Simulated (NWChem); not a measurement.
The numbers come from NWChem runs, not from measurements. System: O$_{4}$Ru, charge 0, spin multiplicity 1, at a geometry optimised with B3LYP/def2-SVP with def2 effective core potentials on Ru. The structure started from a generated list of species. Level: MP2/def2-SVPD with def2 effective core potentials on Ru, 4 core orbitals frozen.

Input file:

```
start mol
memory heap 200 mb stack 900 mb global 1100 mb
geometry units angstroms nocenter noautoz
  Ru     0.000000     0.000000    -0.000001
  O      0.000000     1.370753    -0.969268
  O      0.000000    -1.370753    -0.969268
  O     -1.370758     0.000000     0.969270
  O      1.370758     0.000000     0.969270
  symmetry group C2v
end
basis spherical
  * library def2-svpd
end
ecp
  Ru library def2-ecp
end
scf
  rhf
  nopen 0
  maxiter 100
  thresh 1e-7
  semidirect memsize 60000000 filesize 0
end
mp2
  freeze core 4
end
task mp2 energy
```

NWChem printed:

```
             Northwest Computational Chemistry Package (NWChem) 7.3.0
             --------------------------------------------------------

                                NWChem Input Module
                                -------------------

 Scaling coordinates for geometry "geometry" by  1.889725989
 (inverse scale =  0.529177249)

 Turning off AUTOSYM since
 SYMMETRY directive was detected!

                             Geometry "geometry" -> ""
                             -------------------------

 Output coordinates in angstroms (scale by  1.889725989 to convert to a.u.)

  No.       Tag          Charge          X              Y              Z
 ---- ---------------- ---------- -------------- -------------- --------------
    1 Ru                  44.0000     0.00000000     0.00000000    -0.00000100
    2 O                    8.0000     0.00000000     1.37075300    -0.96926800
    3 O                    8.0000     0.00000000    -1.37075300    -0.96926800
    4 O                    8.0000    -1.37075800     0.00000000     0.96927000
    5 O                    8.0000     1.37075800     0.00000000     0.96927000

 Effective nuclear repulsion energy (a.u.)     517.9325940861

            Nuclear Dipole moment (a.u.)
            ----------------------------
        X                 Y               Z
 ---------------- ---------------- ----------------
     0.0000000000     0.0000000000    -0.0000226767

      Symmetry information
      --------------------

 Group name             C2v
 Group number             16
 Group order               4
 No. of unique centers     3

      Symmetry unique atoms

     1    2    4


 Summary of "ao basis" -> "" (spherical)
 ------------------------------------------------------------------------------
       Tag                 Description            Shells   Functions and Types
 ---------------- ------------------------------  ------  ---------------------
 *                         def2-svpd                  on all atoms

 Summary of "ao basis" -> "ao basis" (spherical)
 ------------------------------------------------------------------------------
       Tag                 Description            Shells   Functions and Types
 ---------------- ------------------------------  ------  ---------------------
 Ru                        def2-svpd                12       34   5s4p2d1f
 O                         def2-svpd                 9       23   4s3p2d

                                 NWChem SCF Module
                                 -----------------

  ao basis        = "ao basis"
  functions       =   126
  atoms           =     5
  closed shells   =    24
  open shells     =     0
  charge          =   0.00
  wavefunction    = RHF
  use symmetry    = T
  symmetry adapt  = T

 Summary of "ao basis" -> "ao basis" (spherical)
 ------------------------------------------------------------------------------
       Tag                 Description            Shells   Functions and Types
 ---------------- ------------------------------  ------  ---------------------
 Ru                        def2-svpd                12       34   5s4p2d1f
 O                         def2-svpd                 9       23   4s3p2d

      Symmetry analysis of basis
      --------------------------

        a1         47
        a2         17
        b1         31
        b2         31

 Forming initial guess at       0.2s

      Superposition of Atomic Density Guess
      -------------------------------------

 Sum of atomic energies:        -406.56447105

      Non-variational initial energy
      ------------------------------

 Total energy =    -392.727012
 1-e energy   =   -1043.165086
 2-e energy   =     414.930893
 HOMO         =      -0.463481
 LUMO         =      -0.150714

      Symmetry analysis of molecular orbitals - initial
      -------------------------------------------------

  Numbering of irreducible representations:

     1 a1          2 a2          3 b1          4 b2

  Orbital symmetries:

     1 a1          2 b2          3 a1          4 b1          5 a1
     6 b2          7 a1          8 b1          9 a1         10 b2
    11 a1         12 b1         13 a2         14 a1         15 b2
    16 a1         17 b1         18 a1         19 b1         20 a1
    21 b2         22 b2         23 a2         24 b1         25 a1
    26 a2         27 b1         28 a1         29 b2         30 a1
    31 a1         32 b1         33 b2         34 a1

 Starting SCF solution at       2.3s

 ----------------------------------------------
         Quadratically convergent ROHF

 Convergence threshold     :          1.000E-07
 Maximum no. of iterations :          100
 Final Fock-matrix accuracy:          1.000E-09
 ----------------------------------------------

              iter       energy          gnorm     gmax       time
             ----- ------------------- --------- --------- --------
                 1     -392.2552622381  3.85D+00  1.19D+00      2.4
                 2     -392.9240651946  4.47D-01  1.62D-01      2.8
                 3     -392.9370940838  1.88D-01  5.12D-02      2.9
                 4     -392.9389830966  1.00D-02  4.03D-03      3.5
                 5     -392.9390405076  1.44D-04  5.39D-05      4.4
                 6     -392.9390405089  4.37D-09  1.58D-09      5.7

       Final RHF  results
       ------------------

         Total SCF energy =   -392.939040508935
      One-electron energy =  -1041.659357227707
      Two-electron energy =    413.213135743353
 Nuclear repulsion energy =    235.507180975419

        Time for solution =      3.5s

       Symmetry analysis of molecular orbitals - final
       -----------------------------------------------

  Numbering of irreducible representations:

     1 a1          2 a2          3 b1          4 b2

  Orbital symmetries:

     1 b2          2 a1          3 b1          4 a1          5 a1
     6 b2          7 a1          8 b1          9 a1         10 b2
    11 a1         12 b1         13 b2         14 a1         15 b1
    16 a2         17 a1         18 a1         19 b2         20 a1
    21 b1         22 b2         23 a2         24 b1         25 a1
    26 a2         27 b1         28 a1         29 b2         30 a1
    31 b2         32 a1         33 b1         34 b2

             Final eigenvalues
             -----------------

              1
    1  -20.6997
    2  -20.6997
    3  -20.6997
    4  -20.6997
    5   -3.9361
    6   -2.6089
    7   -2.6089
    8   -2.6089
    9   -1.3504
   10   -1.3347
   11   -1.3347
   12   -1.3347
   13   -0.7577
   14   -0.7577
   15   -0.7577
   16   -0.7573
   17   -0.7573
   18   -0.5968
   19   -0.5695
   20   -0.5695
   21   -0.5695
   22   -0.5358
   23   -0.5358
   24   -0.5358
   25   -0.1068
   26   -0.1068
   27    0.0056
   28    0.0056
   29    0.0056
   30    0.0559
   31    0.0954
   32    0.0954
   33    0.0954
   34    0.1790

                       ROHF Final Molecular Orbital Analysis
                       -------------------------------------

 Vector   22  Occ=2.000000D+00  E=-5.357716D-01  Symmetry=b2
              MO Center= -4.8D-15,  5.1D-15, -4.6D-01, r^2= 3.1D+00
   Bfn.  Coefficient  Atom+Function         Bfn.  Coefficient  Atom+Function
  ----- ------------  ---------------      ----- ------------  ---------------
    41      0.322462  2 O  pz                64     -0.322462  3 O  pz
    44      0.255678  2 O  pz                67     -0.255678  3 O  pz
    40      0.228019  2 O  py                63      0.228019  3 O  py
    86     -0.228028  4 O  py               109     -0.228028  5 O  py
    43      0.180794  2 O  py                66      0.180794  3 O  py

 Vector   23  Occ=2.000000D+00  E=-5.357707D-01  Symmetry=a2
              MO Center= -1.1D-14,  2.4D-15,  1.6D-05, r^2= 3.3D+00
   Bfn.  Coefficient  Atom+Function         Bfn.  Coefficient  Atom+Function
  ----- ------------  ---------------      ----- ------------  ---------------
    39      0.322466  2 O  px                62     -0.322466  3 O  px
    86      0.322471  4 O  py               109     -0.322471  5 O  py
    42      0.255681  2 O  px                65     -0.255681  3 O  px
    89      0.255684  4 O  py               112     -0.255684  5 O  py

 Vector   24  Occ=2.000000D+00  E=-5.357697D-01  Symmetry=b1
              MO Center= -1.2D-14, -6.7D-11,  4.6D-01, r^2= 3.1D+00
   Bfn.  Coefficient  Atom+Function         Bfn.  Coefficient  Atom+Function
  ----- ------------  ---------------      ----- ------------  ---------------
    87      0.322475  4 O  pz               110     -0.322475  5 O  pz
    90      0.255687  4 O  pz               113     -0.255687  5 O  pz
    39     -0.228011  2 O  px                62     -0.228011  3 O  px
    85      0.228018  4 O  px               108      0.228018  5 O  px
    42     -0.180788  2 O  px                65     -0.180788  3 O  px

 Vector   25  Occ=0.000000D+00  E=-1.068076D-01  Symmetry=a1
              MO Center= -1.7D-13,  1.8D-13,  2.9D-06, r^2= 2.3D+00
   Bfn.  Coefficient  Atom+Function         Bfn.  Coefficient  Atom+Function
  ----- ------------  ---------------      ----- ------------  ---------------
    20      0.776228  1 Ru d  0              41      0.192225  2 O  pz
    64      0.192225  3 O  pz                87     -0.192227  4 O  pz
   110     -0.192227  5 O  pz                44      0.168636  2 O  pz
    67      0.168636  3 O  pz                90     -0.168638  4 O  pz
   113     -0.168638  5 O  pz

 Vector   26  Occ=0.000000D+00  E=-1.068075D-01  Symmetry=a2
              MO Center=  2.4D-13,  3.6D-14, -5.9D-06, r^2= 2.3D+00
   Bfn.  Coefficient  Atom+Function         Bfn.  Coefficient  Atom+Function
  ----- ------------  ---------------      ----- ------------  ---------------
    18      0.776229  1 Ru d -2              39     -0.235429  2 O  px
    62      0.235429  3 O  px                86      0.235426  4 O  py
   109     -0.235426  5 O  py                42     -0.206539  2 O  px
    65      0.206539  3 O  px                89      0.206536  4 O  py
   112     -0.206536  5 O  py

 Vector   27  Occ=0.000000D+00  E= 5.553589D-03  Symmetry=b1
              MO Center= -6.6D-10,  8.0D-15,  2.3D-01, r^2= 2.8D+00
   Bfn.  Coefficient  Atom+Function         Bfn.  Coefficient  Atom+Function
  ----- ------------  ---------------      ----- ------------  ---------------
    21      0.725294  1 Ru d  1              84     -0.392066  4 O  s
   107      0.392066  5 O  s                 91     -0.326491  4 O  px
   114     -0.326491  5 O  px                88     -0.312439  4 O  px
   111     -0.312439  5 O  px                26      0.290420  1 Ru d  1
    85     -0.277191  4 O  px               108     -0.277191  5 O  px

 center of mass
 --------------
 x =   0.00000000 y =   0.00000000 z =  -0.00000043

 moments of inertia (a.u.)
 ------------------
         429.297134342047           0.000000000000           0.000000000000
           0.000000000000         429.298700261665           0.000000000000
           0.000000000000           0.000000000000         429.298585827710

  Mulliken analysis of the total density
  --------------------------------------

    Atom       Charge   Shell Charges
 -----------   ------   -------------------------------------------------------
    1 Ru  16    12.38  -0.38  1.76  0.69 -0.21 -0.00  6.04  0.42 -0.09 -0.74  4.80 -0.01  0.10
    2 O    8     8.90   1.99  1.13  0.85  0.10  2.65  1.91  0.23  0.02  0.03
    3 O    8     8.90   1.99  1.13  0.85  0.10  2.65  1.91  0.23  0.02  0.03
    4 O    8     8.90   1.99  1.13  0.85  0.10  2.65  1.91  0.23  0.02  0.03
    5 O    8     8.90   1.99  1.13  0.85  0.10  2.65  1.91  0.23  0.02  0.03

       Multipole analysis of the density wrt the origin
       ------------------------------------------------

     L   x y z        total         open         nuclear
     -   - - -        -----         ----         -------
     0   0 0 0      0.000000      0.000000     48.000000

     1   1 0 0     -0.000000      0.000000      0.000000
     1   0 1 0     -0.000000      0.000000      0.000000
     1   0 0 1     -0.000022      0.000000      0.000030

     2   2 0 0    -33.950756      0.000000    107.359192
     2   1 1 0     -0.000000      0.000000      0.000000
     2   1 0 1     -0.000000      0.000000      0.000000
     2   0 2 0    -33.950658      0.000000    107.358408
     2   0 1 1      0.000000      0.000000      0.000000
     2   0 0 2    -33.950697      0.000000    107.358466

                   NWChem MP2 Semi-direct Energy/Gradient Module
                   ---------------------------------------------

  Basis functions       =    126
  Molecular orbitals    =    126
  Frozen core           =      4
  Frozen virtuals       =      0
  Active alpha occupied =     20
  Active beta occupied  =     20
  Active alpha virtual  =    102
  Active beta virtual   =    102
  Use MO symmetry       = T
  Use skeleton AO sym   = T

  AO/Fock/Back tols     =   1.0D-09  1.0D-09  1.0D-09

 GA uses MA = F    GA memory limited = T

 Available:
  local mem=  1.26D+08
 global mem=  1.44D+08
 local disk=  0.00D+00
  mp2_memr nvloc                   102
  nvloc new                   102
   1 passes of  20:        5242880                     134346                  54786930.
   1 passes of  20: M    126140766           G      144147448           F     120897886.

 Semi-direct pass number   1 of   1  for RHF alpha+beta  at        5.9s
  vrange nnbf                  7895
  mp2_eaftype                   208  avail_ma_in_mb                  1099
 EAF : mp2_eaftype filesize         208   27393465.
  mp2_eaf for mointskh                    208
Node 0 wrote    128.8 Mb in      0.4 s     Agg I/O rate:   305.1 Mb/s
 Done moints_semi at       18.7s
  mp2_eaftype                   208  avail_ma_in_mb                   891
 EAF : mp2_eaftype filesize         208   27393465.
  mp2_eaf for kh                   208
 Done maket at       20.0s
 Done multipass loop at       20.0s

          -------------------------------------------
          SCF energy                -392.939040508935
          Correlation energy          -1.648767516675
          Singlet pairs               -0.850921100137
          Triplet pairs               -0.797846416538
          Total MP2 energy          -394.587808025610
          -------------------------------------------

          ---------------------------------------------------
                    Spin Component Scaled (SCS) MP2
          Same spin pairs                     -0.531897611026
          Same spin scaling factor             0.333333333333
          Opposite spin pairs                 -1.116869905650
          Opposite spin scaling fact.          1.200000000000
          SCS-MP2 correlation energy          -1.517543090455
          Total SCS-MP2 energy              -394.456583599390
          ---------------------------------------------------

 -----------------------
 Performance information
 -----------------------

 Timer overhead =  2.44D-07 seconds/call

               Nr. of calls         CPU time (s)                 Wall time (s)                GFlops
             ---------------    -------------------     ------------------------------   -------------------
Name         Min   Avg   Max    Min     Avg     Max     Min     Avg     Max   Mx/calls   Min     Max     Sum
mp2: moin     1     1     1    13.     13.     13.      13.     13.     13.     13.      0.0     0.0     0.0
mp2: make     1     1     1    1.3     1.3     1.3      1.3     1.3     1.3     1.3      0.0     0.0     0.0
mp2: tota     1     1     1    14.     14.     14.      14.     14.     14.     14.      0.0     0.0     0.0

 The average no. of pstat calls per process was 3.00D+00
 with a timing overhead of 7.31D-07s

 Task  times  cpu:       19.9s     wall:       19.9s

 Total times  cpu:       20.0s     wall:       20.0s
```
